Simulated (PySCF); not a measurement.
Polarisability and C₆ of Ru (ruthenium, neutral)

[Kr] 4d7 5s1, high-spin 5F determinant. All numbers are calculated (PySCF 2.14, scalar relativity by spin-free X2C-1e, in aug-cc-pVTZ-DK (9s8p6d3f2g, 102 functions)). Coupled (time-dependent) response in atomic units; α is the mean over directions.

```json
{"method": "UHF", "mean α (bohr³)": "93.30", "C₆ (like pair)": "890.4", "S(−4)": "7428"}
{"method": "PBE", "mean α (bohr³)": "58.17", "C₆ (like pair)": "535.9", "S(−4)": "2093"}
```

S(−4) is the Cauchy moment in α(ω) = α(0) + S(−4) ω² + …

Reference α: 72 ± 10 bohr³ (recommended; Schwerdtfeger and Nagle, table of static dipole polarizabilities (2023 update)). Published C₆: 809.0 (Gould and Bucko (2016)).

Spin-orbit coupling is absent.

Hartree-Fock lies above the reference because it lacks correlation, which contracts the outer shell.

α(iu) at UHF:

```
u (hartree)  α(iu) (bohr³)
          0          93.30
     0.0500          78.33
      0.100          55.18
      0.200          29.75
      0.300          19.58
      0.500          11.57
      0.750          7.583
       1.00          5.508
       1.50          3.356
       2.00          2.272
       3.00          1.237
       5.00         0.5267
```

A single London oscillator, α(iu) = α/(1 + u²/ω²), gives C₆ = (3/4) ω α². Matching the computed C₆ needs ω = 4 × 890.4 / (3 × 93.30²) = 0.136 hartree.
